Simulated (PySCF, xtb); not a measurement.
Bi(TeH)3 (BiH₃Te₃), SMILES [Bi]([TeH])([TeH])[TeH].

Harmonic wavenumbers (cm⁻¹) from GFN2-xTB in xtb at its own minimum, in rising order: 27, 39, 59, 64, 81, 98, 181, 188, 190, 526, 534, 583, 1849, 1862, 1874.

Problem. What does B3LYP-D3(BJ)/def2-SVP (PySCF) give at its own minimum? (Estimate from the structure and the level; the computed values follow.)

Solution. 36, 36, 47, 134, 135, 152, 152, 158, 213, 507, 510, 510, 2076, 2076, 2076. Paired by order, the mean absolute difference is 69 cm⁻¹ and the zero-point energies are 11.7 and 12.6 kcal/mol.
